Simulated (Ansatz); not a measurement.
Mulliken charges of ClHOZn (`[OH][Zn][Cl]`) from B3LYP/def2-TZVPP in Ansatz (PBE0-D4/def2-TZVP geometry).

```csv
atom,x (Å),y (Å),z (Å),charge (e)
O1,-0.716,0.885,-0.621,-0.491
Zn2,0.441,-0.155,0.214,0.603
Cl3,1.897,-1.277,1.196,-0.306
H4,-1.567,0.486,-0.810,0.193
```

Question: By hand: the dipole of these point charges (1 e Å = 4.8032 D).

Answer: Σ q r = (-0.265, -0.043, -0.088) e Å, of length 0.283 e Å = 1.36 D.

Question: How does the dipole of the full density compare? (Estimate.)

Answer: Ansatz gave: (-0.310, -0.109, -0.082) e Å, 1.63 D; the point charges give 0.83 times that, at 11° from its direction.

Point charges leave out the atoms' own dipoles, such as those of lone pairs, and Mulliken's split depends on the basis, so the two needn't agree.

B3LYP here is the variant with VWN-RPA as its local correlation; programs differ in this.
